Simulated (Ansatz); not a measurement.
`N[AsH][GaH2]` + HCl → `[Cl][GaH2]` + `N[AsH2]` at 400 K and 1 bar (cleavage of the Ga–As bond).

Calculated with Ansatz (gas phase, PBE0-D4/def2-TZVP geometries, no zero-point term in ΔE). CCSD(T)/CBS is the MP2 limit (def2-TZVPP, def2-QZVPP) plus CCSD(T) − MP2 in def2-TZVPP, frozen cores. This one scheme is used for every species. For As, Ga outer-core shells are correlated without core-valence functions, which leaves a few kJ/mol of doubt a bond. Scalar relativity is left out up to krypton. One conformer a species, not always the lowest.

| species | CCSD(T)/CBS energy (Eh) | H − E (kJ/mol) | S (J/(mol·K)) |
| --- | --- | --- | --- |
| `N[AsH][GaH2]` | -4216.64372 | 154.5 | 370.9 |
| HCl | -460.38127 | 29.6 | 195.4 |
| `[Cl][GaH2]` | -2384.95520 | 55.3 | 280.7 |
| `N[AsH2]` | -2292.09958 | 128.5 | 285.0 |

H − E and S are ideal-gas, rigid-rotor, harmonic terms from PBE0-D4/def2-TZVP, for one conformer and one mirror image of each species. 1 Eh = 2625.50 kJ/mol, R = 8.31446 J/(mol·K).

Question: By hand: ΔE, ΔH, ΔS and ΔG.

Answer: ΔE = (-2384.95520) + (-2292.09958) − (-4216.64372) − (-460.38127) = -0.02979 Eh = -78.2 kJ/mol. Δ(H − E) = 55.3 + 128.5 − 154.5 − 29.6 = -0.3, so ΔH = -78.5 kJ/mol. ΔS = 280.7 + 285.0 − 370.9 − 195.4 = -0.6 J/(mol·K). ΔG = -78.5 − 400 × (-0.6)/1000 = -78.3 kJ/mol.

Question: By hand: the equilibrium constant, and the temperature at which ΔG would vanish if ΔH and ΔS stayed fixed.

Answer: log₁₀ K = −ΔG/(RT ln 10) = 10.2. ΔG = 0 at ΔH/ΔS = 130833 K, far beyond where these terms or the molecules hold.

The number of gas molecules stays the same, so ΔS is small and ΔH decides. A doubt of 5 kJ/mol in ΔE shifts log₁₀ K by 0.7 here. Other conformers and mirror images would add mixing entropy, several J/(mol·K) or more a flexible species. These are equilibria of isolated gas molecules and say nothing of rates. Largest T1 diagnostic: 0.013 (customary marks: 0.02 for closed shells, 0.045 for open ones).
